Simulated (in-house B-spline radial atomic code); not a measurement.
RPA and G0W0 on LC-wPBE: the potassium ion K⁺

Configuration [Ne] 3s2 3p6, mean-field start LC-wPBE. Computed with a B-spline radial code for spherical atoms: all electrons, scalar-relativistic (spin-free one-electron X2C), finite nucleus, each spin shell either full or empty, empty states to l = 9 with an (l + 1/2)⁻⁴ tail; G0W0 by contour deformation at full frequency.

Command:
```bash
python run_gw.py task.json out
```
Settings (radii: box in bohr, nucleus in fm):
```
Z                        19
electrons                18
configuration            [Ne] 3s2 3p6
hamiltonian              x2c
method                   lc_wpbe
lmax                     9
rms_radius               3.4349
spin_polarised           False
box_radius               23.78
intervals                71
```

Run time, properties included: 2.5 s on 1 thread of Arm Neoverse N1 (shared host).

Energies (hartree):

```json
{"term": "mean-field total", "value": "-601.94301"}
{"term": "Hartree-Fock functional on these orbitals", "value": "-601.30546"}
{"term": "direct second order", "value": "-1.2152"}
{"term": "second-order exchange", "value": "0.41293"}
{"term": "SOSEX correction", "value": "0.37844"}
```

(1) What is the RPA correlation energy, and what remains with SOSEX?

Quasi-particle levels (eV):

```tsv
level	occupied	mean field	Σx - vxc	Σc	QP weight	G0W0
3p	yes	-29.926	-1.77	?	?	?
4s	no	-4.176	0.19	-0.33	0.993	-4.322
```

G0W0 = mean field + (Σx - vxc) + Σc, with Σc (partial-wave tail included) taken at the quasi-particle energy. Only the outer levels were computed. Levels of low weight are left out.

(2) Where does G0W0 put 3p?

## Answers

(1) RPA gives -1.0712 hartree (-1.62 eV per electron); RPA + SOSEX gives -0.69272, and the second-order doubles -0.80229 hartree (no singles). SOSEX takes back 35 % of the RPA value.

(2) At -31.93 eV, with Σc = -0.24 eV and a quasi-particle weight of 0.941. The tabulated removal energy is 31.625 eV (NIST, measured); the calculation leaves out spin-orbit coupling, Breit and QED terms, and what these don't explain is the method's own error.
